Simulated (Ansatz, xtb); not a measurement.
C5H6BClO: which of two isomers lies lower

We compare a, `COC1=CC=CB1Cl`, a singlet, with b, `COB1C=CC(Cl)=C1`, a singlet. Both are isolated molecules in the gas phase, relaxed with PBE-D3(BJ)/def2-SVP; the shapes shown needn't be the lowest conformers.

a (Å):

```xyz
14

C    -1.7909    0.3193    0.8742
C    -0.6941   -1.2689   -0.5345
C    -0.3394   -2.5313   -0.9178
C     0.5115   -2.4765   -2.1361
C     0.7608   -1.2150   -2.6135
B     0.0118   -0.2873   -1.6358
Cl   -0.0668    1.4694   -1.6937
O    -1.4657   -1.0247    0.5421
H    -2.4231    0.2694    1.7801
H    -2.3559    0.8199    0.0593
H    -0.8831    0.9208    1.0929
H    -0.6301   -3.4632   -0.4130
H     0.8936   -3.4077   -2.5908
H     1.3677   -0.9944   -3.5000
```

b (Å):

```yaml
atoms:
  - { symbol: C, position_ang: [-1.1110, -2.3685, -0.0449] }
  - { symbol: C, position_ang: [-0.0794, 1.3571, -0.7350] }
  - { symbol: C, position_ang: [0.2112, 1.8041, -1.9792] }
  - { symbol: C, position_ang: [0.0785, 0.6916, -2.9873] }
  - { symbol: C, position_ang: [-0.2953, -0.5046, -2.4633] }
  - { symbol: B, position_ang: [-0.4384, -0.1860, -0.9187] }
  - { symbol: Cl, position_ang: [0.4051, 1.0399, -4.6543] }
  - { symbol: O, position_ang: [-0.7890, -0.9948, 0.1089] }
  - { symbol: H, position_ang: [-2.1457, -2.5395, 0.3170] }
  - { symbol: H, position_ang: [-0.4218, -2.9725, 0.5803] }
  - { symbol: H, position_ang: [-1.0346, -2.7052, -1.0993] }
  - { symbol: H, position_ang: [-0.0521, 1.9858, 0.1662] }
  - { symbol: H, position_ang: [0.5092, 2.8171, -2.2916] }
  - { symbol: H, position_ang: [-0.4336, -1.4080, -3.0702] }
```

Quicker runs give these differences E(b) − E(a): GFN2-xTB −39.1 kJ/mol; HF/STO-3G −70.8 kJ/mol (at GFN2-xTB geometries); r2SCAN-D4/def2-SVP −51.5 kJ/mol (at GFN2-xTB geometries).

Question: Estimate E(b) − E(a) at the level CCSD(T)/def2-SVP + ΔMP2/def2-TZVPP.

Answer: Calculated at CCSD(T)/def2-SVP + ΔMP2/def2-TZVPP: E(b) − E(a) = −66.9 kJ/mol, so structure b lies lower.

Level by level:

```tsv
level	geometry	E(b) − E(a) (kJ/mol)	departure from the last row (kJ/mol)	job, with rough time for the two
GFN2-xTB	GFN2-xTB	−39.1	+27.9	optimisation, 0.25 s
HF/STO-3G	GFN2-xTB	−70.8	−3.9	single point, 0.6 s
r2SCAN-D4/def2-SVP	GFN2-xTB	−51.5	+15.4	single point, 7.2 s
PBE-D3(BJ)/def2-SVP	PBE-D3(BJ)/def2-SVP	−45.6	+21.3	optimisation, 39 s
HF/def2-SVP	PBE-D3(BJ)/def2-SVP	−51.8	+15.1	part of the CCSD(T) run
MP2/def2-SVP	PBE-D3(BJ)/def2-SVP	−61.0	+5.9	part of the CCSD(T) run
CCSD(T)/def2-SVP	PBE-D3(BJ)/def2-SVP	−57.7	+9.2	single point
CCSD(T)/def2-SVP + ΔMP2/def2-TZVPP	PBE-D3(BJ)/def2-SVP	−66.9		single point, 2.8 min
```

As drawn, b has 1 B–O, 1 C–Cl in place of 1 C–O, 1 B–Cl.

None of the levels shown reverses the order. The largest departure from CCSD(T)/def2-SVP + ΔMP2/def2-TZVPP is that of GFN2-xTB, 27.9 kJ/mol. The last row adds to CCSD(T) the change of the MP2 difference between the two basis sets, here −9.2 kJ/mol.

With thermal terms from frequencies at re-optimised GFN2-xTB minima (ideal gas, soft modes damped towards free rotors, one conformer each, 298.15 K, 1 atm): on the last row, ΔE + ΔZPE = −66.3, ΔH = −66.2, ΔG = −67.4 kJ/mol.

The correlated steps freeze 12 core orbitals. Codes used: Ansatz 0.2.0, xtb 6.7.1; the last row on 2 threads of Arm Neoverse V2 on a shared host.
